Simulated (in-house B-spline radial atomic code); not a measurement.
## Plasmons and hot-electron lifetimes in Sb from the free-electron model

The electrons form a uniform gas at zero temperature with Lindhard's dielectric function (RPA). An added electron of energy E, from the band bottom, collides once per mean free path λ, with 1/λ = (1/πE) ∫dω ∫dq/q Im(−1/ε(q, ω)), in atomic (or effective) units, with ω up to E − E_F and q between √(2E) ∓ √(2(E − ω)); electron-hole pairs and the plasmon pole are integrated apart. No exchange between the two electrons.

Sb: 5 valence electrons per atom, density 6.68 g/cm³, mass 121.76 u, so r_s = 2.14 bohr. Core levels, phonons and band structure are left out.

Task: Find E_F, the plasma energy, the screening length and the long-wave dispersion of the plasmon.

Result: k_F = 1.91916/2.14 = 0.8968, E_F = k_F²/2 = 10.94 eV. ω_p = √(3/r_s³) = 0.5533 hartree = 15.06 eV. The Thomas-Fermi length is √(π/4k_F) = 0.936 bohr = 0.0495 nm. For small q, ω = ω_p + α q² with α = (3/5) E_F/ω_p = 0.4361; at q = 0.2683 this gives 15.91 eV, and the zero of ε lies at 15.94 eV. The plasmon meets the pair continuum ω = q k_F + q²/2 at q_c = 0.67072 = 0.75 k_F, 22.5 eV.

```csv
E − E_F (eV),λ (nm),share of plasmon losses,lifetime (fs),stopping (eV/nm)
0.547,279,0.00,139,0.0013
1.09,75,0.00,36.4,0.00966
2.19,21.5,0.00,10,0.067
3.83,8.48,0.00,3.72,0.295
5.47,4.92,0.00,2.05,0.721
8.21,2.78,0.00,1.07,1.9
10.9,1.88,0.00,0.678,3.75
14.2,1.32,0.00,0.445,6.96
17.5,1.02,0.00,0.323,11.1
21.9,0.702,0.09,0.207,21.2
27.4,0.375,0.36,0.102,48.9
35,0.331,0.42,0.0824,58.9
```

Task: Quinn and Ferrell's limit is τ = 263 r_s^(−5/2) (E − E_F)⁻² fs·eV². How far does it hold?

Result: The prefactor is 39.3 fs·eV². At 0.547 eV it gives 131 fs against 139, a ratio of 1.06; at 5.47 eV 1.31 against 2.05, a ratio of 1.56. The inverse square comes from the phase space of two final states near E_F; the formula is the limit of high density and small excess energy.

Task: From what energy can an electron emit a plasmon?

Result: It needs ω ≤ q v − q²/2 and a final state above E_F. On the computed dispersion this first holds at E − E_F = 21.8 eV, above ω_p = 15.1 eV, since a slow electron can only couple to plasmons of large q, which cost more.
